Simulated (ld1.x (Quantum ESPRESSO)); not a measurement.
## Reading a pseudo-wave (zirconium)

Columns: radius, all-electron u(r) and pseudo u(r) of the 5p shell (level -1.72 eV) of zirconium in the configuration [Kr] 4d2 5s1.75 5p0.25; LDA (PZ), scalar-relativistic, PAW scheme, ld1.x (Quantum ESPRESSO) 7.5.

```tsv
r (bohr)	all-electron	pseudo
0.195	-0.0325	-0.0035
0.390	-0.1080	-0.0138
0.585	0.0258	-0.0306
0.780	0.1513	-0.0532
0.975	0.2032	-0.0808
1.170	0.1897	-0.1124
1.365	0.1343	-0.1469
1.560	0.0579	-0.1833
1.755	-0.0252	-0.2204
1.950	-0.1067	-0.2573
2.145	-0.1818	-0.2930
2.340	-0.2483	-0.3269
2.535	-0.3056	-0.3584
2.730	-0.3536	-0.3869
2.925	-0.3930	-0.4122
3.120	-0.4242	-0.4341
3.315	-0.4481	-0.4523
3.510	-0.4655	-0.4667
3.705	-0.4771	-0.4772
3.900	-0.4836	-0.4836
4.095	-0.4858	-0.4858
4.290	-0.4842	-0.4842
4.485	-0.4794	-0.4794
4.680	-0.4720	-0.4720
4.875	-0.4624	-0.4624
5.070	-0.4510	-0.4510
```

Task: How many radial nodes do the two functions have?

Result: The all-electron 5p function has n − l − 1 = 3 (the table is too coarse to show those close to the nucleus); the pseudo-wave has 0, since the states of the same l below it are removed with the core.

Task: At about which radius was the pseudo-wave matched?

Result: 3.90 bohr, where the columns begin to agree (steps of 0.20 bohr).

Task: Where does each function peak?

Result: Outermost all-electron maximum near 4.09 bohr, pseudo maximum near 4.09 bohr (to the table’s step).

Task: Is the pseudo-wave norm-conserving?

Result: No, it belongs to a PAW set: the norm inside the radius is not constrained, and the difference is carried by the augmentation charge.
